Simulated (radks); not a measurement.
Excited configurations of the neon ion Ne2+: one electron is placed in a higher orbital outside [He] 2s2 2p3. The ground configuration is [He] 2s2 2p4. Method: non-relativistic Kohn-Sham, BLYP, spin-polarised, spherical densities, point nucleus; open shells are filled with parallel spins first; computed with a radial shooting solver on a logarithmic mesh with Libxc functionals. Excitation = E - E(ground); binding = E(ion) - E, where the ion is the core of charge +3; n* = 3/sqrt(2 binding) in atomic units, and the quantum defect is n - n*.

| outer orbital | excitation (eV) | binding (eV) | quantum defect | eigenvalue (eV) | <r> (bohr) |
|---|---|---|---|---|---|
| 3s | 38.302 | 25.181 | 0.795 | -21.253 | 2.499 |
| 3p | 42.942 | 20.541 | 0.558 | -16.979 | 2.742 |
| 4s | 51.147 | 12.336 | 0.849 | -10.535 | 5.092 |
| 4p | 52.756 | 10.728 | 0.621 | -9.064 | 5.545 |
| 4d | 54.792 | 8.691 | 0.246 | -7.177 | 6.186 |
| 5p | 56.874 | 6.609 | 0.696 | -5.653 | 9.224 |
| 5f | 58.299 | 5.184 | 0.140 | -4.316 | 10.04 |
| 6d | 59.499 | 3.984 | 0.456 | -3.407 | 14.96 |
| 6f | 59.763 | 3.720 | 0.263 | -3.144 | 15.02 |
| 7s | 59.962 | 3.521 | 1.103 | -3.057 | 18.11 |

The Delta-SCF ionisation energy is 63.483 eV (NIST Atomic Spectra Database: 63.423 eV, measured). Self-interaction in the functional shifts the binding energies and quantum defects, so they are the method's values and not measured ones. Open shells are spherical and high-spin; term and fine-structure splittings are not resolved.
